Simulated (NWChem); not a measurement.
## GeSe

```xyz
2

Ge     0.0000     0.0000     1.1173
Se     0.0000     0.0000    -1.0516
```
Charge 0, spin multiplicity 1.

The numbers come from NWChem runs, not from measurements. The geometry was optimised at PBE/def2-SVP, a minimum by its harmonic frequencies.

Symmetry labels belong to the abelian group C2v used in the runs, with the axes of the coordinates shown; states degenerate in a higher group split over its labels.

The Hamiltonian is non-relativistic. The structure started from a generated list of species.

List the lowest 6 singlet excitations that TD-PBE/def2-SVPD gives, with oscillator strengths.


| state | symmetry | energy (eV) | wavelength (nm) | f |
|---|---|---|---|---|
| 1 | a2 | 3.34 | 371 | 0.000 |
| 2 | a2 | 3.59 | 345 | 0.000 |
| 3 | a1 | 3.59 | 345 | 0.000 |
| 4 | b1 | 3.91 | 317 | 0.009 |
| 5 | b2 | 3.91 | 317 | 0.009 |
| 6 | a1 | 5.15 | 241 | 0.118 |
